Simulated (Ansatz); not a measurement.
`SC1O[SiH2][SiH2]1` and `C1O[SiH2][SiH2]1` differ in one atom or group.

Ansatz, PBE0-D4/def2-TZVP geometries, multiplicity 1. Each molecule was computed in one conformer, which needn't be the lowest.

```csv
property,`SC1O[SiH2][SiH2]1`
size of the dipole moment (PBE/def2-TZVPP) / D,1.14
HOMO energy (PBE/def2-TZVPP) / eV,-5.96
HOMO energy (B3LYP/def2-TZVPP) / eV,-6.94
HOMO–LUMO gap (PBE/def2-TZVPP) / eV,4.62
size of the dipole moment (ωB97M-V/def2-TZVPP) / D,1.29
HOMO energy (PBE0/def2-TZVPP) / eV,-7.19
```

(1) Give the same properties after the change, and the shifts. (Estimate.)

Answers

(1) The calculation gave: 
```tsv
property	`C1O[SiH2][SiH2]1`	shift
size of the dipole moment (PBE/def2-TZVPP) / D	1.15	0.01
HOMO energy (PBE/def2-TZVPP) / eV	-6.56	-0.60
HOMO energy (B3LYP/def2-TZVPP) / eV	-7.53	-0.59
HOMO–LUMO gap (PBE/def2-TZVPP) / eV	5.28	0.66
size of the dipole moment (ωB97M-V/def2-TZVPP) / D	1.37	0.08
HOMO energy (PBE0/def2-TZVPP) / eV	-7.71	-0.52
```

With PBE0 the HOMO falls by 0.52 eV and the LUMO rises by 0.07 eV, so the gap widens by about 0.59 eV. PBE moves the HOMO by -0.60 eV and ωB97M-V by -0.33 eV. Dipoles are sizes alone; their direction can turn.

B3LYP here is the variant with VWN-RPA as its local correlation; programs differ in this.
